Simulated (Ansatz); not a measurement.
Input for Ansatz (development build ahead of 0.2.0):

```yaml
crystal:
  periodic: [false, false, false]
  atoms:
    - { symbol: Li, position_ang: [0.0, 0.0, 0.0] }
    - { symbol: Si, position_ang: [3.4631, 0.0, 0.0] }
    - { symbol: Si, position_ang: [-1.7316, 2.9991, 0.0] }
    - { symbol: Si, position_ang: [-1.7316, -2.9991, 0.0] }
basis:
  gaussian: { orbitals: pcseg-2 }
magnetization:
  initial_magnetization: 3
hamiltonian:
  xc: pbe
```

The input is written out in the form of the current development build from the run's settings.

The run gave:

```
Converged                       : yes
Total energy                    : -875.19659 hartree
Spin squared of the determinant : 3.750
Stability test                  : minimum among restricted orbitals
```

Caution: stretched shape with no unrestricted run beside it, a lower state can exist; other spin multiplicities may lie lower.
